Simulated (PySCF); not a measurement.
## Xenon: a sound run and one with changed settings

Sound run: Xe [Xe], Xe⁺ [Kr] 4d10 5s2 5p5. All numbers are calculated (PySCF 2.14, scalar relativity by spin-free X2C-1e, in x2c-SVPall (6s5p3d, 36 functions)). In the sound run the correlated levels freeze [Kr] 4d10. The sound run starts from symmetry-adapted Hartree-Fock orbitals and uses a fine grid where one is needed.

Changed run: all electrons correlated in a basis built for the valence shell.

```csv
species,method,sound run (hartree),changed run (hartree),converged
Xe,MP2,-7442.75577,-7442.77371,yes
Xe⁺,MP2,-7442.30699,-7442.32366,yes
```

Ionisation energy of Xe:

```
 method  sound run (eV)  changed run (eV)
    UHF          11.591            11.591
    MP2          12.212            12.246
SCS-MP2          12.149            12.166
```

A valence basis has no tight correlating functions, so it recovers only part of the core correlation, and not evenly between atom and ion.

For comparison, NIST gives 12.130 eV between the lowest levels.
